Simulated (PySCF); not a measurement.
**Te²⁺ (tellurium, charge +2) across methods**

[Kr] 4d10 5s2 5p2, high-spin 3P determinant. Calculation: PySCF 2.14, in aug-cc-pVTZ-PP with one added diffuse shell each of d, f type with ECP28MDF (6s5p5d3f, 67 functions); scalar relativity through the core potential.

```tsv
method	E (hartree)	mean ε 5s α (eV)	mean ε 5s β (eV)	mean ε 5p α (eV)	Σ⟨r²⟩ (bohr²)	⟨S²⟩
LDA	-266.5594	-33.736	-32.352	-23.057	37.94	2.001
PBE0	-266.9813	-35.230	-32.838	-24.262	37.97	2.002
M06	-267.0476	-34.804	-33.545	-23.897	38.02	2.001
BHandHLYP	-266.9264	-36.777	-33.913	-25.269	38.08	2.003
PBE	-266.9633	-33.456	-31.842	-22.977	37.97	2.001
r2SCAN0	-267.0436	-35.697	-32.908	-24.574	37.91	2.004
r2SCAN	-267.0691	-34.090	-31.891	-23.422	37.87	2.004
BLYP	-266.9326	-33.257	-31.939	-22.718	38.02	2.001
```

Estimate the same row for UHF.

E (hartree) = -266.04750; mean ε 5s α (eV) = -39.587; mean ε 5s β (eV) = -34.542; mean ε 5p α (eV) = -27.342; Σ⟨r²⟩ (bohr²) = 38.40; ⟨S²⟩ = 2.008.

Energies and moments cover only the electrons outside the core potential.
